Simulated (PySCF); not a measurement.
# Computed vibrations of [HfCl2]2+

[HfCl2]2+ (singlet). PySCF 2.14.0, RKS PBE0, Hf def2-SVP with ECP60, Cl def2-SVP; non-relativistic Hamiltonian with scalar-relativistic core potentials where named; density fitting; no spin-orbit coupling. Central differences of gradients.

```xyz
3

Hf    0.0000    0.0000   -0.3869
Cl    1.7143    0.0000    0.9954
Cl   -1.7143    0.0000    0.9954
```

Run from Python with OMP_NUM_THREADS=2. Where DIIS fails, smearing, a level shift and second-order steps follow.
It took 15 s on 2 threads of Intel(R) Xeon(R) Platinum 8259CL CPU @ 2.50GHz (Skylake/Cascade Lake) (shared host).

(1) What are the harmonic wavenumbers and infrared intensities?

(2) Is this a minimum?

## Answers

(1) Modes are labelled in C2v; negative numbers are unstable modes, those under 60 cm⁻¹ near the noise; a finer grid moves soft modes by up to 10 cm⁻¹.
```csv
cm⁻¹,km/mol,symmetry
144,0.7,a1
484,56.2,b2
488,11.3,a1
```

(2) Yes. Ideal gas at 298.15 K and 1 bar: S = 302.7 J/(mol K), Cp = 52.0 J/(mol K), H − H(0 K) = 12.9 kJ/mol (rigid rotor, harmonic modes, spin degeneracy alone).
